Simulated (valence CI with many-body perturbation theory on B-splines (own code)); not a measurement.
## Mn⁴⁺: input, log and results

Calculated by valence CI with perturbative core correlation (CI+MBPT): three valence electrons over a frozen Dirac-Fock core [Ar], a basis of 9 s, 9 p, 10 d, 8 f, 5 g, 3 h, 1 i functions for each j, with the one-electron correlation potential Σ1 (screened to all orders), the two-electron term Σ2, the three-electron term Σ3, Breit, model QED; selected single and double excitations, second order for the rest, scaled by the run's own slope (own B-spline code, finite nucleus).

Command, and the settings that its task file holds:

```sh
python run_cv.py task.json out
```

```
atom Mn  Z=25  mass_number=55  rms_radius_fm=3.7057
core [Ar]
valence 3d3
avg = 1
basis = L
breit = 1
cap = 40000
capref = 1200
cscale = 1
de = 0.0
dress = 0
eps = 2e-08
extrap = 1
h = 0.27
hh = 1
l2 = 3
lcore = 6
maxit = 60
n2 = 5
natural = 1
nlev = 60
nno = [6, 6, 7, 6, 4, 3, 1]
nroot = 26
nsp = [3, 3, 3, 2, 1, 0, 0]
pt2 = 1
qed = 1
rpa = 1
s1 = 1
s2 = 1
s3 = 1
screen = 1
tol = 2e-05
whole = 1
```

Q: Roughly how long does this run take on one core of Intel(R) Xeon(R) Processor @ 2.30GHz, and how much memory?

A: 2.7 min on 1 thread of Intel(R) Xeon(R) Processor @ 2.30GHz, on a shared host, peak memory 0.68 GiB.

Log. The first blocks belong to the next ion, which gives the ionisation energy. Fields: 2J, parity (1 odd), roots, reference size, generating configurations, candidates as configurations/state functions, variational space P, stored matrix elements, Davidson steps; e2 is the range of second-order energies in hartree. The first line gives the box (bohr), its intervals, the orbitals and the steps of their self-consistent field. Window is the range of levels sought, series limit the energy at which the first omitted orbital would enter, core excitation an estimate of the first excitation out of the core, left out the lowest levels not solved, and shifts from estimates the range by which levels moved from their first estimate, all in cm⁻¹.

```
rmax 15.8 intervals 64 orbitals 81 references ['3d3', '3d2 4s', '3d2 4p'] scf 6 t 2.1
2J=4 par=0 roots 2 ref 48 generators 7 cand 875/875 P 923/923 nnz 0 it 0
2J=4 par=0 roots 2 ref 48 generators 19 cand 122/122 P 1045/1045 nnz 0 it 0
   second order: generators 25 cand 139/139 e2 -0.00000 -0.00000
2J=6 par=0 roots 2 ref 38 generators 8 cand 796/796 P 834/834 nnz 0 it 0
2J=6 par=0 roots 2 ref 38 generators 23 cand 144/144 P 978/978 nnz 0 it 0
   second order: generators 25 cand 205/205 e2 -0.00000 -0.00000
2J=8 par=0 roots 2 ref 30 generators 5 cand 803/803 P 833/833 nnz 0 it 0
2J=8 par=0 roots 2 ref 30 generators 17 cand 115/115 P 948/948 nnz 0 it 0
   second order: generators 18 cand 155/155 e2 -0.00000 -0.00000
reference levels 639, estimated 151, window 260369 1/cm; series limit 455168, core excitation 372457
2J=3 par=0 roots 10 ref 63 generators 15 cand 2354/5439 P 3323/7990 nnz 1.1e+07 it 8
2J=3 par=0 roots 10 ref 63 generators 53 cand 1945/4779 P 5268/12769 nnz 2e+07 it 9
   second order: generators 137 cand 25924/60955 e2 -0.00011 -0.00002
2J=5 par=0 roots 10 ref 71 generators 20 cand 2028/5437 P 2875/8004 nnz 1.2e+07 it 7
2J=5 par=0 roots 10 ref 71 generators 48 cand 2409/6911 P 5284/14915 nnz 2.9e+07 it 8
   second order: generators 114 cand 29647/83467 e2 -0.00012 -0.00002
2J=7 par=0 roots 7 ref 59 generators 15 cand 1911/5439 P 2809/7996 nnz 1.1e+07 it 9
2J=7 par=0 roots 7 ref 59 generators 46 cand 2087/6108 P 4896/14104 nnz 2.7e+07 it 8
   second order: generators 95 cand 26562/80252 e2 -0.00007 -0.00002
2J=9 par=0 roots 6 ref 45 generators 14 cand 2014/5453 P 3080/7998 nnz 1.1e+07 it 9
2J=9 par=0 roots 6 ref 45 generators 46 cand 1494/4127 P 4574/12125 nnz 2.1e+07 it 7
   second order: generators 88 cand 24926/75685 e2 -0.00006 -0.00002
2J=1 par=0 roots 6 ref 37 generators 14 cand 1801/2894 P 3380/5428 nnz 4.4e+06 it 6
2J=1 par=0 roots 6 ref 37 generators 45 cand 1547/2462 P 4927/7890 nnz 7.3e+06 it 9
   second order: generators 126 cand 21853/34572 e2 -0.00011 -0.00003
2J=11 par=0 roots 2 ref 24 generators 10 cand 1251/3605 P 2331/6116 nnz 6.9e+06 it 4
2J=11 par=0 roots 2 ref 24 generators 24 cand 861/2333 P 3192/8449 nnz 1.2e+07 it 5
   second order: generators 34 cand 14332/42945 e2 -0.00004 -0.00004
2J=5 par=1 roots 11 ref 72 generators 14 cand 2014/5425 P 2933/7994 nnz 1e+07 it 9
...
2J=9 par=1 roots 5 ref 42 generators 29 cand 1351/3559 P 4501/11586 nnz 1.9e+07 it 9
   second order: generators 66 cand 25091/74639 e2 -0.00004 -0.00002
2J=11 par=1 roots 2 ref 24 generators 5 cand 1169/2994 P 2669/5954 nnz 5.9e+06 it 5
2J=11 par=1 roots 2 ref 24 generators 16 cand 865/2101 P 3534/8055 nnz 1e+07 it 6
   second order: generators 38 cand 21589/64438 e2 -0.00005 -0.00002
2J=1 par=1 roots 7 ref 39 generators 10 cand 1938/3025 P 3518/5564 nnz 4.6e+06 it 7
2J=1 par=1 roots 7 ref 39 generators 43 cand 1871/3000 P 5389/8564 nnz 8.1e+06 it 8
   second order: generators 114 cand 22233/35119 e2 -0.00006 -0.00001
left out: unestimated 385921, estimated 336463, shifts from estimates -49 to 109
operators 1.9
```

The Davidson iterations converged.

Against 62 measured levels this calculation errs by 835 cm⁻¹ on average and by 1518 at most. These come from a selection out of Corliss and Sugar, J. Phys. Chem. Ref. Data 6, 1253 (1977). Levels without a partner in it may be off by more, other configurations by 1,000 to 8,000 cm⁻¹.

| Property | Result |
| --- | --- |
| Valence energy | -10.54957 hartree |
| Ionisation energy | 72.046 eV (NIST: 72.41 ± 0.1 eV (semi-empirical)) |
| Reference configurations for the orbitals | 3d3, 3d2 4s, 3d2 4p |
| Radial orbitals | 81 |
| Box radius | 15.75 bohr |
| Largest variational space | 15100 |
| Lowest levels | 3d³ ⁴F_3/2 0.0, 3d³ ⁴F_5/2 354, 3d³ ⁴F_7/2 828, 3d³ ⁴F_9/2 1404, 3d³ ⁴P_1/2 16938, 3d³ ⁴P_3/2 17096, 3d³ ⁴P_5/2 17549, 3d³ ²G_7/2 17662, 3d³ ²G_9/2 18161, 3d³ ²P_3/2 23432, 3d³ ²P_1/2 23559, 3d³ ²H_9/2 24276, 3d³ ²H_11/2 24632, 3d³ ²D_5/2 [a] 25179 cm⁻¹ |

Names give the largest LS component (configuration and term), which can be under half, so a name can repeat, a term be missing and a line seem to break the LS rules; names also repeat where a configuration has a term twice. Letters in brackets count levels of one name in rising energy.
